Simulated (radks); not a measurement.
Question: Isoelectronic series with 19 electrons, all held in the configuration [Ar] 4s1, which need not be the ground one along the series. All-electron calculation, Dirac Kohn-Sham, LDA (Slater exchange, Perdew-Wang correlation), spin-unpolarised, spherical densities, finite nucleus; Fermi nuclear charge, rms radius of each element as measured or else 0.836 A^(1/3) + 0.57 fm. Program: a radial shooting solver on a logarithmic mesh with Libxc functionals. Total energies (hartree) and mean radii <r> (bohr):

| ion | E (hartree) | 4s1/2 | 3p3/2 | 3p1/2 | 3s1/2 |
|---|---|---|---|---|---|
| K | -600.56100 | 4.902 | 1.441 | 1.432 | 1.270 |
| Sc2+ | -761.46355 | 2.925 | 1.141 | 1.134 | 1.061 |
| V4+ | -942.79837 | 2.229 | 0.9515 | 0.9449 | 0.9107 |
| Mn6+ | -1144.61037 | 1.830 | 0.8188 | 0.8124 | 0.7978 |
| Co8+ | -1366.99233 | 1.562 | 0.7198 | 0.7135 | 0.7100 |
| Cu10+ | -1610.06295 | 1.366 | 0.6428 | 0.6364 | 0.6395 |
| As14+ | -2158.84187 | 1.096 | 0.5301 | 0.5236 | 0.5335 |
| Br16+ | -2464.87932 | 0.9988 | 0.4876 | 0.4808 | 0.4925 |
| Rb18+ | -2792.26246 | 0.9172 | 0.4514 | 0.4445 | 0.4572 |
| Nb22+ | -3511.90588 | 0.7885 | 0.3930 | 0.3857 | 0.3995 |
| Tc24+ | -3904.63010 | 0.7366 | 0.3692 | 0.3616 | 0.3756 |
| Rh26+ | -4319.62994 | 0.6911 | 0.3480 | 0.3402 | 0.3543 |
| Ag28+ | -4757.18645 | 0.6507 | 0.3291 | 0.3211 | 0.3351 |
| In30+ | -5217.59830 | 0.6146 | 0.3121 | 0.3039 | 0.3178 |
| Sb32+ | -5701.18928 | 0.5822 | 0.2968 | 0.2883 | 0.3020 |
| I34+ | -6208.30487 | 0.5528 | 0.2829 | 0.2741 | 0.2876 |
| Cs36+ | -6739.3184 | 0.5261 | 0.2701 | 0.2611 | 0.2745 |
| La38+ | -7294.6273 | 0.5017 | 0.2585 | 0.2492 | 0.2623 |

Estimate the row of Ga12+.

Answer: E (hartree) -1873.96073; 4s1/2 1.216; 3p3/2 0.5809; 3p1/2 0.5745; 3s1/2 0.5818.
